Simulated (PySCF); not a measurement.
Species: H₁₁NSi₄.
Geometry (GFN2-xTB, Å), atoms numbered from 1 in this order:
```
atom  x, y, z in Å
Si1    2.447   -0.334    0.468
Si2    0.702   -0.608   -1.011
N3    -0.794    0.023   -0.344
Si4   -1.718   -0.956    0.758
Si5   -1.118    1.731   -0.441
H6     3.699   -0.864   -0.086
H7     2.260   -1.023    1.753
H8     2.728    1.065    0.815
H9     0.410   -2.009   -1.349
H10    0.879    0.095   -2.291
H11   -3.104   -0.499    0.712
H12   -1.606   -2.342    0.310
H13   -1.183   -0.828    2.120
H14   -0.448    2.437    0.658
H15   -0.597    2.201   -1.723
H16   -2.564    1.920   -0.361
```

Method used: TDDFT CAM-B3LYP/def2-SVPD, vertical, gas phase, core orbitals frozen in the response in PySCF 2.14.0, density-fitted response routines.

Transition dipole moments from the ground state, in atomic units and in the frame of the coordinates above (overall signs are arbitrary), for the states with f of 0.002 or more among the lowest 7:

```csv
state,E (eV),μx,μy,μz
S1,5.768,0.127,-0.075,-0.105
S3,6.842,-0.272,0.025,-0.082
S4,7.020,0.257,0.161,0.487
S5,7.107,-0.373,-0.018,-0.228
S6,7.404,0.088,0.092,0.252
S7,7.594,-0.744,0.069,-0.220
```

Question: What oscillator strength does each state have?

Answer: f = (2/3) ΔE |μ|² with ΔE in hartree (27.2114 eV).

```
state  |μ|² (au)  |μ| (D)      f
   S1      0.033     0.46  0.005
   S3      0.081     0.72  0.014
   S4      0.330     1.46  0.057
   S5      0.192     1.11  0.033
   S6      0.080     0.72  0.014
   S7      0.606     1.98  0.113
```

Question: What is the point group, and which symmetry does each of these states have?

Answer: Cs. Polarised in the mirror plane, so A′: S1, S3, S4, S5, S6 and S7.

Question: Which bond between heavy atoms lies closest to the direction of the S7 transition dipole?

Answer: Si1–Si2, at 27° from it; next Si2–N3 at 42°.

Question: What angle do the transition dipoles of S5 and S7 make?

Answer: |cos θ| = |μa·μb| / (|μa| |μb|) = 0.96, so θ ≈ 17° (taken between 0 and 90°, since the signs are arbitrary).

Question: What peak molar absorption coefficient would the strongest computed level give as a lone Gaussian band 0.4 eV wide at half height?

Answer: ε(max) = 2.175×10⁸ f / FWHM, with the width in cm⁻¹. S7: 2.175×10⁸ × 0.1128 / 3226 ≈ 7600 L mol⁻¹ cm⁻¹.

One conformer stands for the species.

Without π bonds the low states may be Rydberg-like; a valence basis with one diffuse set may place them up to an eV too high.
